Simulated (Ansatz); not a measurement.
`BrB(Br)Br` + H–F → `FB(Br)Br` + HBr at 400 K and 1 bar (ligand exchange at a B–Br bond).

Computed with Ansatz on PBE0-D4/def2-TZVP structures; ΔE is electronic, products minus reactants. CCSD(T)/CBS is the MP2 limit (def2-TZVPP, def2-QZVPP) plus CCSD(T) − MP2 in def2-TZVPP, frozen cores. This one scheme is used for every species. For Br outer-core shells are correlated without core-valence functions, which leaves a few kJ/mol of doubt a bond. Scalar relativity is left out up to krypton.

```csv
species,CCSD(T)/CBS energy (Eh),H − E (kJ/mol),S (J/(mol·K))
`BrB(Br)Br`,-7744.85335,38.6,344.8
H–F,-100.39570,36.5,182.2
`FB(Br)Br`,-5271.35159,42.3,329.8
HBr,-2573.91920,27.6,207.2
```

H − E and S are ideal-gas, rigid-rotor, harmonic terms from PBE0-D4/def2-TZVP. 1 Eh = 2625.50 kJ/mol, R = 8.31446 J/(mol·K).

By hand: ΔE, ΔH, ΔS and ΔG.

ΔE = (-5271.35159) + (-2573.91920) − (-7744.85335) − (-100.39570) = -0.02174 Eh = -57.1 kJ/mol. Δ(H − E) = 42.3 + 27.6 − 38.6 − 36.5 = -5.2, so ΔH = -62.3 kJ/mol. ΔS = 329.8 + 207.2 − 344.8 − 182.2 = 10.0 J/(mol·K). ΔG = -62.3 − 400 × (10.0)/1000 = -66.3 kJ/mol.

By hand: the equilibrium constant, and the temperature at which ΔG would vanish if ΔH and ΔS stayed fixed.

log₁₀ K = −ΔG/(RT ln 10) = 8.7. ΔH and −TΔS have one sign here, so there is no such temperature.

The number of gas molecules stays the same, so ΔS is small and ΔH decides. A doubt of 5 kJ/mol in ΔE shifts log₁₀ K by 0.7 here. These are equilibria of isolated gas molecules and say nothing of rates. Largest T1 diagnostic: 0.010 (customary marks: 0.02 for closed shells, 0.045 for open ones).
